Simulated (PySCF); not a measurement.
Heptafluoropropane, C3HF7, SMILES FC(C(F)(F)F)C(F)(F)F, PBE0/def2-SVP optimised geometry. Atoms within 1.6 Å of the plane z = 0.0 Å (x, y, z in Å): F1 (0.61, 0.94, -1.11), C2 (0.13, 0.33, 0.00), C3 (-1.39, 0.49, 0.02), F4 (-1.69, 1.78, -0.03), F5 (-1.89, -0.02, 1.14), F6 (-1.96, -0.12, -1.01), C7 (0.63, -1.11, 0.00), F8 (0.22, -1.78, -1.07), F9 (1.96, -1.11, 0.00), F10 (0.21, -1.75, 1.09), H11 (0.53, 0.82, 0.90).

Method: PBE0/def2-TZVP run with PySCF. Cells within 0.4 Å of a nucleus heavier than hydrogen are left out (blank, or x).

Map of the electrostatic potential (hartree/e), clipped to [-0.08, 0.12] on the plane z = 0.0 Å:

```
|00000000000000000000000000000|
|00000000000000000000000000000|
|00000000000000001111100000000|
|00000000000000111111111000000|
|00000012221001111111111100000|
|00000149994111111111111100000|
|00000399999422222221111110000|
|0000069xxx9944443322111110000|
|0000189xxx9987776532211111000|
|00012899x99999999854221111000|
|00124999999999999995321110000|
|001259999x9999999997421110000|
|00136999xxx999xx9999531100000|
|00125999xxx999xx9999531100000|
|00124999999999xx9999742100000|
|00013799999999999999997310000|
|00001479999999999999999930000|
|0000123689999999xx99xx9961000|
|000001134579999xxx99xxx981000|
|0000001123479999xx999x9951000|
|00000001123599999999999820000|
|00000000112359999999984100000|
|00000000001135899997421000000|
|00000000000012356653210000000|
|00000000000001122222100000000|
|00000000000000011111000000000|
|00000000000000000000000000000|
|00000000000000000000000000000|
|00000000000000000000000000000|
```
Scale: ten equal steps from -0.005 (start of '0') to 0.120 (end of '9'), in the order '0123456789'; x runs from -4.00 to 4.00, y from -4.00 (bottom) to 4.00 (top).
